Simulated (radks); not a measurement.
Values are calculated unless marked as measured or tabulated.
Q: All-electron atom: La II in [Xe] 5d(up 0.5, down 0.5) 6s(up 0.75, down 0.25) (fractional occupations, a model configuration). Code: a radial shooting solver on a logarithmic mesh with Libxc functionals. Model: scalar-relativistic Kohn-Sham, LDA (Slater exchange, Perdew-Wang correlation), spin-polarised, spherical densities, finite nucleus; Fermi nuclear charge, rms radius 4.855 fm. Some entries of the table are withheld. Estimate them.

orbital,occ.,eigenvalue (eV),<1/r> (bohr^-1)
1s up,1,-38713.90,61.95
1s down,1,-38713.89,61.95
2s up,1,-6169.109,14.26
2s down,1,-6169.105,14.26
2p up,3,-5533.021,13.55
2p down,3,-5533.018,13.55
3s up,1,-1323.722,5.163
3s down,1,-1323.717,5.163
3p up,3,-1120.523,4.896
3p down,3,-1120.518,4.896
3d up,5,-827.6305,4.645
3d down,5,-827.6260,4.645
4s up,1,-271.6926,2.153
4s down,1,-271.6832,2.153
4p up,3,-205.5415,1.986
4p down,3,-205.5311,1.986
4d up,5,-109.7631,1.725
4d down,5,-109.7500,1.725
5s up,1,-44.9674,0.8544
5s down,1,-44.9362,0.8547
5p up,3,-28.3595,0.7286
5p down,3,-28.3092,0.7297
5d up,0.5,-8.7645,(1)
6s up,0.75,(2),0.3159
5d down,0.5,-8.5891,(3)
6s down,0.25,(4),0.3153

A: 
(1) 5d up <1/r> (bohr^-1): 0.4660
(2) 6s up eigenvalue (eV): -8.7289
(3) 5d down <1/r> (bohr^-1): 0.4703
(4) 6s down eigenvalue (eV): -8.4391
